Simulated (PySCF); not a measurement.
Two species compared at the same levels of theory.

First species: C6H9N3O.
Z-matrix (Å and degrees, GFN2-xTB geometry), rows numbered from 1:
```
C 
C   1  1.5258
N   2  1.4403  1  110.93
C   3  1.3509  2  127.43  1    94.90
N   4  1.3070  3  110.90  2  -177.66
N   5  1.3256  4  107.72  3     0.16
C   6  1.3158  5  108.51  4     0.05
C   7  1.4669  3  126.04  2    -3.21
C   8  1.4995  7  113.64  3  -176.43
O   8  1.2129  7  122.35  3     3.52
H   1  1.0860  2  109.59  3  -177.85
H   1  1.0871  2  109.95  3    62.92
H   1  1.0882  2  110.79  3   -57.68
H   2  1.0935  1  110.62  3   119.56
H   2  1.0923  1  109.50  3  -119.61
H   4  1.0708  3  124.10  2     2.85
H   9  1.0873  8  109.40  7    58.76
H   9  1.0873  8  109.37  7   -58.16
H   9  1.0864  8  110.08  7  -179.75
```

Second species: C7H15P.
Geometry (GFN2-xTB, Å), atoms numbered from 1 in this order:
```xyz
23
C7H15P angstrom
C      3.3428   -0.9013   -0.1208
C      2.1731   -0.8402   -0.7393
P      1.2792    0.6940   -1.1043
C     -0.2733    0.4724   -0.0356
C      0.0875   -0.0213    1.3622
C     -0.9170    1.8570    0.0456
C     -1.1764   -0.5218   -0.7812
C     -2.5539   -0.7384   -0.1632
H      3.8760   -1.8301    0.0085
H      3.8181   -0.0193    0.2784
H      1.7306   -1.7354   -1.1625
H      1.9701    1.4688   -0.1618
H     -0.7932   -0.0304    2.0020
H      0.5012   -1.0274    1.3252
H      0.8272    0.6350    1.8190
H     -1.2211    2.1954   -0.9436
H     -0.2092    2.5796    0.4511
H     -1.7901    1.8417    0.6944
H     -0.6648   -1.4871   -0.8315
H     -1.3051   -0.1635   -1.8077
H     -3.1026   -1.4759   -0.7453
H     -2.4728   -1.1073    0.8559
H     -3.1309    0.1823   -0.1576
```

Levels: PBE0/pcSseg-1 for dipole moment, HOMO energy, LUMO energy and HOMO–LUMO gap; GFN2-xTB for rotational constant A and rotational constant C. Geometries: GFN2-xTB. All species are isolated and taken at one optimised geometry, non-relativistic unless stated. Electronic properties by PySCF.

The conformers computed, where there is a choice (atom-mapped SMILES and torsion angles):
- `[CH3:1][CH2:2][n:3]1[cH:4][n:5][n:6][c:7]1[C:8]([CH3:9])=[O:10]`: C1–C2–N3–C4 95°, N6–C7–C8–C9 3°
- `[CH2:1]=[CH:2][PH:3][C:4]([CH3:5])([CH3:6])[CH2:7][CH3:8]`: C1–C2–P3–C4 -115°, C2–P3–C4–C5 45°, P3–C4–C7–C8 -174°

Values for the first species:

| Item | Value |
| --- | --- |
| Dipole moment | 3.41 D |
| HOMO energy | -7.53 eV |
| LUMO energy | -1.76 eV |
| HOMO–LUMO gap | 5.77 eV |
| Rotational constant A | 1.738 GHz |
| Rotational constant C | 0.845 GHz |

(1) Estimate the same properties for the second species, and the change in each.

Answers

(1) 
```json
{"property": "dipole moment", "first": "3.41 D", "second": "1.36 D", "second less first": "-2.05 D"}
{"property": "HOMO energy", "first": "-7.53 eV", "second": "-6.51 eV", "second less first": "+1.02 eV"}
{"property": "LUMO energy", "first": "-1.76 eV", "second": "-0.17 eV", "second less first": "+1.59 eV"}
{"property": "HOMO–LUMO gap", "first": "5.77 eV", "second": "6.34 eV", "second less first": "+0.57 eV"}
{"property": "rotational constant A", "first": "1.738 GHz", "second": "2.659 GHz", "second less first": "+0.921 GHz"}
{"property": "rotational constant C", "first": "0.845 GHz", "second": "0.966 GHz", "second less first": "+0.121 GHz"}
```

On the first: The dipole matches unit charges of opposite sign 0.71 Å apart (1 e·Å = 4.8032 D).

On the second: The dipole equals about 4.5 × 10⁻³⁰ C·m (1 D = 3.33564 × 10⁻³⁰ C·m).
